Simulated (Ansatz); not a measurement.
A nudged elastic band was laid between two geometries of ClH + FH6N3Si (13 atoms, charge 0, multiplicity 1).

Level of theory: Ansatz 0.2.0, RKS PBE0/def2-SVP.

```yaml
movable_images: 5
climbing_image: yes
spring: 5.0 eV/Å²
optimiser: quadratic models (default)
start_path: through a guess of the saddle point
force_threshold: 0.05 eV/Å
iteration_limit: 60
end_points: relaxed
```

First end point:

```xyz
13
Properties=species:S:1:pos:R:3
Si -0.164 0.034 -0.232
F -0.241 -0.353 1.378
N 1.530 0.091 -0.484
H 2.123 -0.584 -0.010
H 1.901 0.334 -1.395
N -0.783 1.552 -0.676
H -1.780 1.711 -0.746
H -0.257 2.401 -0.512
N -1.215 -1.146 -0.901
H -1.245 -2.074 -0.494
H -1.374 -1.180 -1.901
Cl 1.905 -2.442 2.012
H 0.967 -1.539 2.001
```

Last end point:

```xyz
13
Properties=species:S:1:pos:R:3
Si 0.422 -0.273 -0.406
F -1.697 -0.330 2.179
N 1.855 -0.011 -1.292
H 2.769 0.009 -0.859
H 1.886 -0.229 -2.280
N -0.425 1.161 -0.036
H -1.110 1.135 0.715
H 0.087 2.035 -0.063
N -0.636 -1.357 -1.192
H -0.449 -2.352 -1.210
H -1.631 -1.163 -1.148
Cl 1.116 -1.156 1.434
H -0.821 -0.664 2.198
```

What changes between the two ends?

Bonds broken: Si1–F2, Cl12–H13. Bonds formed: Si1–Cl12, F2–H13. ClH + FH6N3Si becomes ClH6N3Si + FH.

Give the energies along the band, and the barrier.

The run converged. The highest image is number 3 of 0 to 6, 122.9 kJ/mol above the first end and 88.9 kJ/mol above the last; the last end lies 33.9 kJ/mol above the first. A vibrational analysis at the climbing image gives one clearly imaginary mode, 190i cm⁻¹: a first-order saddle point. The orbitals stay closed-shell, which can raise the energy where a bond breaks towards radicals; this wasn't checked here.

| image | path coordinate (Å) | energy (kJ/mol) | Si1–F2 (Å) | Cl12–H13 (Å) | Si1–Cl12 (Å) |
| --- | --- | --- | --- | --- | --- |
| 0 | 0.00 | 0.0 | 1.66 | 1.30 | 3.93 |
| 1 | 1.03 | 0.5 | 1.66 | 1.30 | 3.73 |
| 2 | 2.07 | 33.9 | 1.69 | 1.33 | 3.13 |
| 3 | 3.10 | 122.9 | 2.11 | 1.79 | 2.44 |
| 4 | 4.66 | 61.7 | 3.21 | 2.03 | 2.16 |
| 5 | 6.22 | 42.0 | 3.47 | 2.17 | 2.13 |
| 6 | 7.77 | 33.9 | 3.34 | 2.14 | 2.16 |

What is the geometry of the highest image?


```xyz
13
Properties=species:S:1:pos:R:3:forces:R:3
Si 0.136 -0.295 -0.230 0.00 0.01 -0.01
F -0.223 0.097 1.807 0.00 -0.01 0.00
N 1.762 0.050 -0.593 0.00 -0.01 0.00
H 2.517 -0.584 -0.373 0.00 0.00 0.00
H 1.999 0.801 -1.229 0.00 0.00 0.00
N -0.621 1.206 -0.628 0.00 -0.01 0.00
H -1.621 1.292 -0.480 0.01 0.00 0.00
H -0.160 2.066 -0.353 0.00 0.00 0.00
N -1.010 -1.404 -0.824 0.00 0.00 0.00
H -0.940 -2.399 -0.666 0.00 0.01 0.00
H -1.666 -1.125 -1.543 0.00 0.00 0.01
Cl 0.981 -2.127 1.140 0.01 0.00 0.00
H 0.214 -0.772 2.014 -0.01 0.01 0.00
```

What are the harmonic wavenumbers there?

190i, 99, 178, 253, 258, 264, 303, 321, 327, 345, 347, 399, 470, 478, 539, 750, 772, 778, 812, 874, 885, 1018, 1048, 1505, 1507, 1561, 2782, 3609, 3628, 3631, 3703, 3756, 3757 cm⁻¹.

The run took 2.2 min on 4 threads of Intel(R) Xeon(R) 6975P-C (Granite Rapids) (shared host), peak memory 0.34 GiB.
